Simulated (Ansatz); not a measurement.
Gas-phase reaction in SMILES: O=S(F)F -> O=S(F)F as triplet, charge 0
Geometries: B3LYP-D3(BJ)/def2-TZVP minima from Ansatz (a first-principles code). A spin state is the lowest found, not a proven ground state.

Property: adiabatic triplet-singlet gap (electronic energy difference), in kcal/mol. Correlated levels leave the core frozen unless marked. Open shells are spin-unrestricted. Spin-orbit coupling is left out. No relativistic terms. CBS(X,Y): correlation extrapolated as X^-3; Hartree-Fock from the larger set. [CCSD(T)-MP2]/basis is that difference in the basis named.

RI-MP2/CBS(cc-pV(T+d)Z,cc-pV(Q+d)Z)+[CCSD(T)-MP2]/cc-pV(T+d)Z (Ansatz) gives 86.4 kcal/mol.

### Question
Another calculation gave 79.3 kcal/mol. Which level was it?
A. r2SCAN/def2-TZVPD (Ansatz)
B. BHLYP/def2-TZVPD (Ansatz)
C. PBE-QIDH/def2-TZVPD (Ansatz)
D. HSE06/def2-TZVPD (Ansatz)

### Answer
B, BHLYP/def2-TZVPD (Ansatz). The others give 72.1 (r2SCAN), 82.9 (PBE-QIDH), 76.2 (HSE06) kcal/mol.
